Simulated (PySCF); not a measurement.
Two-photon absorption: `Fc1ccccc[cH+]1`, [C7H6F]+, charge +1

Geometry:
```json
{"atom": "F1", "x (Å)": "0.379", "y (Å)": "2.719", "z (Å)": "-0.086"}
{"atom": "C2", "x (Å)": "0.211", "y (Å)": "1.425", "z (Å)": "-0.094"}
{"atom": "C3", "x (Å)": "-1.121", "y (Å)": "0.994", "z (Å)": "-0.127"}
{"atom": "C4", "x (Å)": "-1.592", "y (Å)": "-0.310", "z (Å)": "-0.140"}
{"atom": "C5", "x (Å)": "-0.869", "y (Å)": "-1.514", "z (Å)": "-0.125"}
{"atom": "C6", "x (Å)": "0.508", "y (Å)": "-1.692", "z (Å)": "-0.094"}
{"atom": "C7", "x (Å)": "1.514", "y (Å)": "-0.713", "z (Å)": "-0.070"}
{"atom": "C8", "x (Å)": "1.390", "y (Å)": "0.668", "z (Å)": "-0.070"}
{"atom": "H9", "x (Å)": "-1.857", "y (Å)": "1.804", "z (Å)": "-0.142"}
{"atom": "H10", "x (Å)": "-2.681", "y (Å)": "-0.412", "z (Å)": "-0.166"}
{"atom": "H11", "x (Å)": "-1.472", "y (Å)": "-2.427", "z (Å)": "-0.140"}
{"atom": "H12", "x (Å)": "0.858", "y (Å)": "-2.729", "z (Å)": "-0.088"}
{"atom": "H13", "x (Å)": "2.541", "y (Å)": "-1.089", "z (Å)": "-0.048"}
{"atom": "H14", "x (Å)": "2.308", "y (Å)": "1.263", "z (Å)": "-0.048"}
```

Total charge +1.

The calculation used PySCF 2.14.0, TDDFT CAM-B3LYP/aug-cc-pVDZ excited states, vertical, gas phase. Geometry: PBE0-D3(BJ)/def2-SVP.

Give the one- and two-photon strengths of the lowest singlets.

δ for parallel linear polarisation; σ at the peak of a Lorentzian of half width 0.1 eV, single beam; Ω is circular over linear.
```tsv
state	E (eV)	f	photon λ (nm)	δ (au)	σ (GM)	Ω	main
S1	4.81	0.017	515	0.71	0.01	1.50	HOMO→LUMO 0.70, HOMO−1→LUMO+1 0.29
S2	4.84	0.012	513	4.15	0.04	1.44	HOMO→LUMO+1 0.61, HOMO−1→LUMO 0.39
S3	6.23	0.535	398	1.6	0.02	1.50	HOMO−1→LUMO+1 0.68, HOMO→LUMO 0.28
S4	6.28	0.656	395	8.03	0.12	0.47	HOMO−1→LUMO 0.59, HOMO→LUMO+1 0.38
S5	6.33	0.004	392	<0.1	0.00	–	HOMO−2→LUMO 0.98
S6	6.44	0.000	385	<0.1	0.00	–	HOMO−2→LUMO+1 0.98
```

Among these, the strongest one-photon state is S4, the strongest two-photon state S4.
